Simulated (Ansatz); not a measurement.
Calculated with Ansatz (gas phase, PBE0-D4/def2-TZVP geometries, no zero-point term in ΔE). CBS: MP2 limit from def2 TZ/QZ plus the TZ coupled-cluster correction, frozen cores. This one scheme is used for every species. DFT in def2-TZVPP. Triplets are unrestricted, without spin–orbit coupling. One conformer a species, not always the lowest.

Consider the formal loss of a carbene: `CN[SiH2]OC` → `[CH2]` (triplet) + `CO[SiH2]N`.

(1) Is it downhill or uphill in electronic energy at CCSD(T)/CBS, and by how much? (Estimate.)

(2) What do these levels give: PBE-D4, PBE0-D4, ωB97M-V, B2PLYP, PBE, HF/def2-TZVPP? (Best estimate.)

Largest T1 diagnostic among the species: 0.011.

Answers

(1) The calculation gave: Uphill: ΔE = +394.4 kJ/mol.

(2) Ansatz gave: PBE-D4 404.5, PBE0-D4 394.7, ωB97M-V 398.1, B2PLYP 386.3, PBE 397.4, HF/def2-TZVPP 250.5 kJ/mol.

The D4 term adds +11.0 kJ/mol with B3LYP and +6.1 kJ/mol with PBE0; it sums over pairs of atoms, weighted by their polarisabilities, and B3LYP, whose exchange is more repulsive, gets the larger term. From PBE to PBE0 (25 % exact exchange), in def2-TZVPP and without D4, ΔE moves by −8.8 kJ/mol.

B3LYP here is the variant with VWN-RPA as its local correlation; programs differ in this.
